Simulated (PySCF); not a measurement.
# Calcium: a sound run and one with changed settings

Sound run: Ca [Ar] 4s2, Ca⁺ [Ar] 4s1. All numbers are calculated (PySCF 2.14, the non-relativistic Hamiltonian (point nucleus), in 6-31G* (5s4p3d, 32 functions)). In the sound run the correlated levels freeze [Ar]. The sound run starts from symmetry-adapted Hartree-Fock orbitals and uses a fine grid where one is needed.

A second run was set up differently.

```
species   method  sound run (hartree)  changed run (hartree)  converged
     Ca      UHF           -676.70792             -669.98887        yes
     Ca    B3LYP           -677.53624             -670.72496        yes
     Ca     TPSS           -677.52890             -670.72692        yes
     Ca      MP2           -676.72526             -670.00456        yes
     Ca  CCSD(T)           -676.73442             -670.01744        yes
    Ca⁺      UHF           -676.51948             -669.84136        yes
    Ca⁺    B3LYP           -677.30916             -670.52827        yes
    Ca⁺     TPSS           -677.30810             -670.53748        yes
```

Ionisation energy of Ca:

```
 method  sound run (eV)  changed run (eV)
    UHF           5.128             4.014
  B3LYP           6.179             5.352
   TPSS           6.008             5.155
    MP2           5.600             4.441
SCS-MP2           5.694             4.526
   CCSD           5.849             4.791
CCSD(T)           5.849             4.791
  CCSDT           5.849             4.791
    FCI           5.849             4.791
```

Problem. What was changed?
A. angular grid far too coarse
B. radial grid too coarse
C. minimal basis
D. all electrons correlated in a valence basis

Solution. C. It used basis STO-3G. A minimal basis cannot let orbitals breathe on ionisation and holds almost no correlation.
